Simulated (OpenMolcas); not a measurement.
**Co4+ in a point-charge field**

Co4+ among 6 point charges of -2 e arranged as an octahedron (Oh), 1.82 Å from the ion.

- Program: OpenMolcas 26.06
- Method: SS-CASPT2, IPEA 0.25 Eh, imaginary shift 0.1 Eh (closed shells correlated: 3s 3p)
- Basis: ANO-RCC-VTZP [6s5p3d2f1g]
- Scalar Hamiltonian: DKH2, point nucleus
- Active space: 5 electrons in 5 orbitals (3d)
- State averaging: 2S+1 = 6 even, 1 root; 2S+1 = 4 even, 24 roots; 2S+1 = 2 even, 75 roots
- Spin-orbit coupling: RASSI with atomic mean-field integrals over the reference wave functions

The lowest spin-free states (labels of O, the rotations of Oh), above the lowest:

| State | Degeneracy | E (cm-1) | Free-ion L (%) |
| --- | --- | --- | --- |
| 6A1 | 1 | 0 | S (100) |
| 4T1 | 3 | 37920 | G (87) |
| 4T2 | 3 | 38600 | G (99) |
| 4E | 2 | 38980 | G (100) |
| 4A1 | 1 | 39250 | G (100) |
| 4T1 | 3 | 45690 | P (87) |
| 4T2 | 3 | 46200 | D (98) |
| 4E | 2 | 46870 | D (100) |
| 2T2 | 3 | 55430 | I (87) |
| 2A2 | 1 | 55760 | I (92) |
| 2T1 | 3 | 56090 | I (94) |
| 2T2 | 3 | 56220 | I (96) |
| 2E | 2 | 56590 | I (99) |
| 2A1 | 1 | 57100 | I (100) |
| 2T2 | 3 | 59340 | D (60) |
| 2E | 2 | 60650 | D (90) |
| 2T1 | 3 | 62570 | F (91) |
| 4T1 | 3 | 63580 | F (100) |
| 2A2 | 1 | 64150 | F (92) |
| 2T2 | 3 | 64360 | F (52) |

The lowest levels with spin-orbit coupling:

```
E (cm-1)  Degeneracy  Label  2S+1               g
       0           6            6                
   37840           2     Γ7     4  2.25 2.25 2.25
   37870           4     Γ8     4                
   37910           4     Γ8     4                
   37980           2     Γ6     4  2.86 2.86 2.86
   38470           2     Γ7     4  1.73 1.73 1.73
   38560           4     Γ8     4                
   38650           2     Γ6     4  4.04 4.04 4.04
   38660           4     Γ8     4                
   38960           2     Γ7     4  2.19 2.19 2.19
   38970           4     Γ8     4                
   38990           2     Γ6     4  1.51 1.51 1.51
   39240           4     Γ8     4                
   44860           4     Γ8     4                
   45070           2     Γ7     4  2.44 2.44 2.44
   45150           4     Γ8     4                
   45470           2     Γ6     4  1.89 1.89 1.89
   46210           2     Γ6     4  1.76 1.76 1.76
   46380           4     Γ8     4                
   46450           2     Γ7     4  4.29 4.29 4.29
```

Powder χT (cm3 K/mol): 4.38 at 2 K, 4.38 at 10 K, 4.38 at 50 K, 4.38 at 100 K, 4.38 at 200 K, 4.38 at 300 K. The effective moment at 300 K is 2.828 √(χT) = 5.92 μB.

The lowest level has 2S+1 = 6, for which the spin-only value is χT = S(S+1) / 2 = 4.375 cm3 K/mol (g = 2). The computed 4.385 at 300 K differs by +0.010, little more than the free-electron g of 2.0023 accounts for.

Roots that are degenerate in the reference are averaged as groups; the widest CASPT2 spread within a group is 190 cm-1 (the 3-fold group of multiplicity 2 near 56200 cm-1 above the lowest state of its run). Shifts and gaps below about the spread of the groups concerned are not significant. Point charges give a weaker field than real ligands, and real ions of this kind are often low spin; the high spin found here belongs to the model. Free-ion shares, where given, are those of the reference states; single-state CASPT2 does not remix them. Point charges carry no covalency, so the field is a model and not that of real ligands. No measured value stands beside these numbers.
